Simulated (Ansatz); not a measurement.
BHBrOF, singlet: at a first-order saddle point.

Input (in.yaml):

```yaml
crystal:
  periodic: [false, false, false]
  atoms:
    - {symbol: B, position_ang: [-0.426310, 0.472202, 0.332518]}
    - {symbol: Br, position_ang: [1.246419, -1.345473, -0.041243]}
    - {symbol: O, position_ang: [-0.601776, 0.615522, -0.893372]}
    - {symbol: H, position_ang: [0.357935, -0.422970, -0.984329]}
    - {symbol: F, position_ang: [-0.576268, 0.680819, 1.586325]}
basis:
  gaussian: {orbitals: def2-TZVPP}
hamiltonian: {xc: {name: wB97X-V}}
```

Run by:

```bash
ansatz run in.yaml --threads 2 --pin off --events-out ev --progress --plain --max-ram 4352MiB
```

The run's output (Ansatz 0.2.0):

```
Functional definition: wB97X-V
  name "wB97X-V"
  cite "Mardirossian & Head-Gordon, Phys. Chem. Chem. Phys. 16, 9904 (2014) doi:10.1039/C3CP54374A"
  cite "Becke, J. Chem. Phys. 107, 8554 (1997) doi:10.1063/1.475007"
  cite "Vydrov & Van Voorhis, J. Chem. Phys. 133, 244103 (2010) doi:10.1063/1.3521275"
  parameter omega = 0.3/bohr
  parameter cx = 0.167
  parameter cx1 = 0.603
  parameter cx2 = 1.194
  parameter css0 = 0.556
  parameter css1 = -0.257
  parameter cos0 = 1.219
  parameter cos1 = -1.850
  parameter b = 6.0
  parameter c = 0.01
  exchange = spin_sum(e_x_unif_sr(omega)*poly(b97_u_x, 1 - cx, cx1, cx2)) + cx*exact_x_sr(omega) + exact_x_lr(omega)
  correlation = spin_sum(e_c_pw_same_spin*poly(b97_u_same, css0, css1))
      + integral(e_c_pw_opposite_spin*poly(b97_u_opposite, cos0, cos1)) + vv10(b, c)
948 factors; their error is unknown
172 factors; integrals over basis functions are off by at most 3.4e-5 eV
mean field evaluation 1: about -75493.6142 eV, gradient 5.4e1 eV
mean field evaluation 2: about -75490.0893 eV, gradient 7.3e1 eV
mean field evaluation 4: about -75498.4317 eV, gradient 3.3e0 eV
mean field evaluation 8: about -75498.4505 eV, gradient 6.6e-2 eV
mean field evaluation 16: about -75498.7451 eV, gradient 1.5e-4 eV
mean field -75498.74513871 eV, -2774.5277089600 hartree, gradient 3.0e-5 eV, S^2 0.000000; 0 other end points of the search recorded, 0 dependent functions left out
reference -75498.74513707 eV, -2774.5277088997 hartree; 29, 29 occupied and 126, 126 virtual orbitals, 948 factors
Total energy: -75498.74513707 eV, -2774.5277088997 hartree
```

The run took about 6.5 s on 2 CPU threads of an Arm Neoverse V2 (shared host).
